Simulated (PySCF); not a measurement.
## Calcium: a sound run and one with changed settings

Sound run: Ca [Ar] 4s2, Ca⁺ [Ar] 4s1. Calculation: PySCF 2.14, in aug-cc-pVDZ-X2C (6s5p3d, 36 functions); the spin-free X2C one-electron Hamiltonian (Gaussian nucleus). In the sound run the correlated levels freeze [Ar]. The sound run starts from symmetry-adapted Hartree-Fock orbitals and uses a fine grid where one is needed.

Changed run: the non-relativistic Hamiltonian (point nucleus). This setting is unsound on purpose.

```json
{"species": "Ca", "method": "UHF", "sound run (hartree)": "-679.62922", "changed run (hartree)": "-676.04185", "converged": "yes"}
{"species": "Ca", "method": "B3LYP", "sound run (hartree)": "-680.47376", "changed run (hartree)": "-676.88645", "converged": "yes"}
{"species": "Ca", "method": "PBE0", "sound run (hartree)": "-680.27286", "changed run (hartree)": "-676.68549", "converged": "yes"}
{"species": "Ca", "method": "MP2", "sound run (hartree)": "-679.64677", "changed run (hartree)": "-676.05941", "converged": "yes"}
{"species": "Ca", "method": "CCSD(T)", "sound run (hartree)": "-679.65715", "changed run (hartree)": "-676.06986", "converged": "yes"}
{"species": "Ca⁺", "method": "UHF", "sound run (hartree)": "-679.44009", "changed run (hartree)": "-675.85385", "converged": "yes"}
{"species": "Ca⁺", "method": "B3LYP", "sound run (hartree)": "-680.24587", "changed run (hartree)": "-676.65990", "converged": "yes"}
{"species": "Ca⁺", "method": "PBE0", "sound run (hartree)": "-680.05055", "changed run (hartree)": "-676.46448", "converged": "yes"}
```

Ionisation energy of Ca:

```
 method  sound run (eV)  changed run (eV)
    UHF           5.147             5.116
  B3LYP           6.201             6.165
   PBE0           6.049             6.014
    MP2           5.624             5.594
SCS-MP2           5.720             5.689
   CCSD           5.907             5.878
CCSD(T)           5.907             5.878
  CCSDT           5.907             5.878
    FCI           5.907             5.878
```

Most of the change in total energy is the relativistic energy itself. On top of that the contraction fixes the core shape for the Hamiltonian it was made with, so the changed run is not a good calculation with the other Hamiltonian either.

For comparison, NIST gives 6.113 eV between the lowest levels.
